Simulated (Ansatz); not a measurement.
Molecule: C3H13NSi2, net charge 0, singlet state. SMILES: C[SiH2]N[SiH](C)C
Geometry from a B3LYP-D3(BJ)/def2-TZVP (Ansatz, a program for electronic structure) optimisation:
```xyz
19

C      2.3203     1.4413     0.1864
Si     1.7905    -0.1980    -0.5454
N      0.3762    -0.8581     0.2036
Si    -1.2961    -0.4894    -0.0763
C     -2.2584    -0.7216     1.5125
C     -1.4240     1.2670    -0.7102
H      1.5400     2.1945     0.0605
H      2.5262     1.3439     1.2543
H      3.2253     1.8097    -0.3033
H      2.8841    -1.1885    -0.3796
H      1.5408     0.0033    -1.9959
H      0.5507    -1.6439     0.8145
H     -1.8867    -1.3939    -1.1024
H     -3.3228    -0.5334     1.3532
H     -2.1594    -1.7423     1.8900
H     -1.9036    -0.0395     2.2882
H     -1.0845     1.9839     0.0403
H     -2.4613     1.5034    -0.9579
H     -0.8301     1.4134    -1.6148
```
Charge 0, spin multiplicity 1.

Parts of the frozen-core correlation energy in aug-cc-pV(T+d)Z (Ansatz, hartree). Frozen orbitals: 14; correlated occupied orbitals by spin: 19 and 19; virtual: 560 and 560. No spin-orbit coupling. No relativistic terms.

| term | value |
|---|---|
| reference (HF) | -753.68327 |
| MP2 opposite-spin | (withheld) |
| MP2 same-spin | (withheld) |
| CCSD correlation | -1.09513 |
| (T) | (withheld) |
| T1 diagnostic | 0.010 |
| largest doubles amplitude | 0.007 |

Question: Fill in the missing entries.

Answer: 
- MP2 opposite-spin, value: -0.80595
- MP2 same-spin, value: -0.21498
- (T), value: -0.04287
